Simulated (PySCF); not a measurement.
An unknown gives this computed stick spectrum. Computed with TDDFT PBE0/def2-SVPD, vertical, gas phase, core orbitals frozen in the response (PySCF). Geometries: GFN2-xTB, one conformer each.

| state | E (eV) | λ (nm) | f |
| --- | --- | --- | --- |
| S1 | 5.40 | 229.4 | 0.493 |
| S2 | 5.92 | 209.4 | 0.026 |
| S3 | 6.21 | 199.7 | 0.0079 |
| S4 | 6.32 | 196.2 | 0.0053 |
| S5 | 6.37 | 194.8 | 0.0091 |
| S6 | 6.97 | 178.0 | 0.0041 |

**Question.** Which candidate is it? All have the formula C6H9Cl.
A. `C1CC[C@@]2([C@H]1C2)Cl`
B. `C=C([C@H](C)C=C)Cl`
C. `C(/C(C)=C/C)(Cl)=C`

**Answer.** C. Its S1, at 5.40 eV, is the lowest among the candidates; the nearest of the others has S1 at 6.25 eV. S1 is HOMO→LUMO (96%). Löwdin shares by element: HOMO carbon 77% or more (atoms not listed hold the other 23%); LUMO carbon 74% or more (atoms not listed hold the other 26%). At the same level the other candidates give, for their lowest levels:
- `C=C[C@@H](C)C(=C)Cl`: 6.25 eV (f 0.120); 6.45 eV (f 0.058); 6.57 eV (f 0.005); 7.01 eV (f 0.142); 7.12 eV (f 0.002); T1 4.15 eV; HOMO -7.34, LUMO -0.36 eV
- `Cl[C@@]12CCC[C@@H]1C2`: 6.66 eV (f 0.001); 7.21 eV (f 0.037); 7.24 eV (f 0.005); 7.73 eV (f 0.014); 7.77 eV (f 0.003); T1 6.11 eV; HOMO -7.48, LUMO 0.58 eV

Conformer computed: `[CH2:1]=[C:2]([Cl:3])/[C:4]([CH3:5])=[CH:6]/[CH3:7]`: C1–C2–C4–C5 -14°.
Triplets come from the Tamm–Dancoff approximation.

Without π bonds the low states may be Rydberg-like; a valence basis with one diffuse set may place them up to an eV too high.
